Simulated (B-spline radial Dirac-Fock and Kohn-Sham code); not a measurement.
**Cd⁺ 4p3/2: cross section and angular parameters**

System: Cd⁺ in the configuration [Kr] 4d10 5s1; threshold 81.04 eV (orbital energy of the model). Level of theory: Dirac-Hartree-Slater photoionisation with a Latter tail; cross sections with all multipoles, angular parameters from the dipole term and its interference with E2; a radial atomic solver.

The run's input, task.json:

```json
{"items": [{
  "Z": 48,
  "q": 1,
  "cfg": [[1, 0, 2], [2, 0, 2], [2, 1, 6], [3, 0, 2], [3, 1, 6], [3, 2, 10], [4, 0, 2], [4, 1, 6], [4, 2, 10], [5, 0, 1]],
  "A": 114,
  "rrms": 4.6087,
  "do": "xps",
  "hv": [56.8, 57.4, 60, 61.6, 86.7, 100, 123.0, 124.0, 262.0, 308.0, 364.0, 421.0, 510.0, 738.0, 800, 831.0, 1090.0, 1486.9, 1850.0, 2000, 2520.0, 2580.0, 2984.4, 3380.0, 4000, 5150.0, 8047.8, 9880.0]
}]}
```

Command: `python xray2_run.py task.json out`

For linearly polarised light dσ/dΩ = σ/(4π) [1 + β P₂(cos θ) + (δ + γ cos²θ) sin θ cos φ], with θ from the polarisation vector and φ the angle between the beam and the projection of the electron momentum on the plane normal to the polarisation.

```tsv
hν (eV)	σ (kb)	β	γ	δ
100	472	0.456	-0.081	0.026
123	324	-0.292	0.403	-0.072
124	322	-0.298	0.387	-0.071
262	?	?	?	?
308	203	1.149	0.190	0.022
364	174	1.298	0.211	0.014
421	148	1.401	0.201	0.009
510	117	1.506	0.160	0.004
738	68.8	1.633	0.049	0.000
800	60.6	1.651	0.027	0.000
831	57.0	1.658	0.018	0.000
1090	36.0	1.695	-0.025	0.001
1486.9	20.3	1.705	-0.010	0.002
1850	13.2	1.697	0.047	0.004
2000	11.2	1.691	0.076	0.004
2520	6.89	1.666	0.192	0.007
2580	6.54	1.662	0.206	0.007
2984.4	4.73	1.640	0.302	0.009
3380	3.55	1.617	0.395	0.012
4000	2.38	1.581	0.535	0.017
5150	1.27	1.517	0.771	0.027
8047.8	0.390	1.376	1.233	0.057
9880	0.220	1.299	1.451	0.078
```

Q: Give the values at 262 eV.

A: σ = 230 kb, β = 0.958, γ = 0.132, δ = 0.030.

Values without a named source are computed, but for edge energies of neutral atoms, which are taken from tables.
